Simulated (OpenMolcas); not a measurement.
As+: thermal populations, worked from levels

```json
{
  "Program": "OpenMolcas",
  "Basis": "ANO-RCC-VTZP [6s5p3d1f]",
  "Scalar Hamiltonian": "DKH2, point nucleus",
  "Active space": "4 electrons in 9 orbitals (RAS2 4s 4p; RAS3 4d, at most 2 electrons)",
  "State averaging": "2S+1 = 3 even, 6 roots; 2S+1 = 1 even, 6 roots; 2S+1 = 5 odd, 1 root; 2S+1 = 3 odd, 8 roots; 2S+1 = 1 odd, 8 roots",
  "Spin-orbit coupling": "state interaction with AMFI integrals over the reference wave functions, term energies averaged over their components"
}
```

Methods: RASSCF; MS-RASPT2, IPEA 0.25 Eh, imaginary shift 0.1 Eh (closed shells correlated: 3d). Measured levels: NIST Handbook of Basic Atomic Spectroscopic Data.

**Thermal populations.** Z = Σ (2J + 1) exp(-E/kT) with k = 0.695035 cm-1/K, over the levels below. No other level of either list lies under 78700 cm-1, which is above 7 kT at each temperature.

```csv
Level,2J + 1,MS-RASPT2,measured
4s2 4p2 3P0,1,0.0,0.0
4s2 4p2 3P1,3,954,1063
4s2 4p2 3P2,5,2330,2541
4s2 4p2 1D2,5,10180,10096
4s2 4p2 1S0,1,22980,22599
4s 4p3 5S* 2,5,50830,54817
4s 4p3 3D* 1,3,71880,73750
4s 4p3 3D* 2,5,71930,73862
4s 4p3 3D* 3,7,72160,74244
```

```tsv
T (K)	Z, MS-RASPT2	Z, measured levels	Ground level (%), MS-RASPT2	Ground level (%), measured levels
5000	6.106	5.891	16.4	17.0
8000	7.633	7.475	13.1	13.4
12000	9.010	8.894	11.1	11.2
```

At 12000 K, kT = 8340 cm-1, and the computed levels give Z = 1.000 + 2.676 + 3.781 + 1.475 + 0.064 + 0.011 + 0.001 + 0.001 + 0.001 = 9.010.

Term energies are means over components that CASPT2 splits; among the terms shown or strongly mixed into the levels shown the widest spread is 24 cm-1 (4s 4p3 3D*, MS-RASPT2). The run also gave levels led by 4s 4p2 4d, 4s2 4p 4d, which use shells meant for correlation; these and all levels above them are left out. Some terms mix strongly with configurations of 4d, whose occupation reaches 0.27 (4s 4p3 3D*, 4s 4p3 3P*). Without dynamic correlation excited terms often stand tens of per cent too high (terms of higher spin than the ground term too low), and those without a measured partner can miss by more than the paired ones (holds for RASSCF). Computed and measured levels are paired by configuration, term and J; levels that our copy of the source lacks, or whose pairing is in doubt (as where it misses far off the trend of its configuration), stay unpaired and out of the deviations. Only configurations of the active space appear.

* marks odd parity.
